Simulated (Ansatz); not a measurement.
Ideal-gas functions of `[NH2][SnH][Cl]` radical at 400 K and 1 bar, from an Ansatz frequency run at PBE0-D4/def2-TZVP.

Molar mass 171.2 g/mol, point group C1 (symmetry number 1), electronic degeneracy 2, moments of inertia 57.896, 175.892, 228.34 u Å². Harmonic wavenumbers (cm⁻¹, unscaled): 120, 200, 353, 472, 485, 543, 621, 792, 1556, 1765, 3532, 3634.

Use S(trans) = R[1.5 ln M + 2.5 ln T − 1.1517]; rotational temperatures θ = 24.2544 K / I; S(rot) = R[ln(√π/σ · √(T³/θAθBθC)) + 1.5]; for each mode x = 1.438777 ν̃/T, S = R[x/(eˣ − 1) − ln(1 − e⁻ˣ)] and H = RT x/(eˣ − 1); 1 cm⁻¹ = 0.0119627 kJ/mol; R = 8.31446 J/(mol·K).

Question: By hand: the entropy, in J/(mol·K).

Answer: Translation 179.1. Rotation: θ = 0.4189, 0.1379, 0.1062 K, giving 113.1. Vibration, mode by mode: 15.36, 11.23, 6.87, 4.85, 4.67, 3.96, 3.17, 1.95, 0.20, 0.11, 0.00, 0.00, in all 52.4. Electronic 5.8. Sum 350.4 J/(mol·K).

Question: By hand: H − E and G − E in kJ/mol, counted from the electronic energy.

Answer: Zero-point energy ½ × 14073 × 0.0119627 = 84.2; thermal vibration 11.7; translation, rotation and pV give 4 RT = 13.3. H − E = 109.2 kJ/mol, and G − E = 109.2 − 400 × 350.4/1000 = -31.0 kJ/mol.

Vibration gives 15 % of the entropy, 15.4 J/(mol·K) of it from the mode under 150 cm⁻¹: soft modes count most, and the harmonic formula is weakest for them. The sum counts one conformer and one mirror image; others add a mixing term.
